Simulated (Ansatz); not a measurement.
Consider the atomization: `O=S(=O)(OCCO)C(F)(F)F` → 3 C• + 3 F• + 5 H• + 4 O• + S•.

Isolated molecules relaxed with PBE0-D4/def2-TZVP in Ansatz; ΔE leaves out vibrations. CBS: MP2 limit from def2 TZ/QZ plus the TZ coupled-cluster correction, frozen cores. This one scheme is used for every species, atoms too. DFT in def2-TZVPP. B3LYP here is the variant with VWN-RPA as its local correlation; programs differ in this. Open shells (•) are unrestricted, without spin–orbit coupling. Spin–orbit coupling would lower the free atoms: a little for C, F, O, S. Each species was taken in one conformer, which may not be the lowest.

`O=S(=O)(OCCO)C(F)(F)F`:

Z-matrix (Å, degrees):
```
S
C 1 1.847
O 1 1.422 2 106.6
O 1 1.563 2 100.2 3 -115.5
O 1 1.416 2 106.8 3 133.2
F 2 1.329 1 109.6 3 55.6
F 2 1.320 1 109.0 3 -63.9
F 2 1.321 1 110.3 3 175.7
C 4 1.455 1 121.4 2 88.5
C 9 1.505 4 107.0 1 140.5
H 9 1.091 4 107.0 1 -100.2
H 9 1.090 4 109.2 1 19.6
O 10 1.403 9 112.8 4 63.3
H 10 1.093 9 107.9 4 -178.8
H 10 1.098 9 109.4 4 -61.9
H 13 0.961 10 108.4 9 -65.8
```

CCSD(T)/CBS gives +1493.2 kcal/mol.

Problem. Another level gave +1472.1 kcal/mol. Which?
A. CCSD(T)/def2-TZVPP
B. BHLYP/def2-TZVPP
C. B3LYP-D4/def2-TZVPP
D. SCS-MP2/def2-TZVPP

Solution. D. SCS-MP2/def2-TZVPP 1472.1, BHLYP 1380.6, CCSD(T)/def2-TZVPP 1439.3, B3LYP-D4 1478.8 kcal/mol.

Largest T1 diagnostic among the species: 0.014.

From PBE to PBE0 (25 % exact exchange), in def2-TZVPP and without D4, ΔE moves by −63.5 kcal/mol: exact exchange takes away binding that semilocal exchange gives to molecules. In def2-TZVPP, CCSD(T) changes the Hartree–Fock value by +490.8 kcal/mol (the triples alone add +37.9 kcal/mol) and MP2 by +559.9 kcal/mol; breaking electron pairs costs correlation energy, which Hartree–Fock lacks.

For atomizations the MP2-based limit and the directly extrapolated one differ by several kJ/mol either way, and by 10 to 25 for some Ge, Se and Sn compounds, so smaller differences from it don't rank the levels.
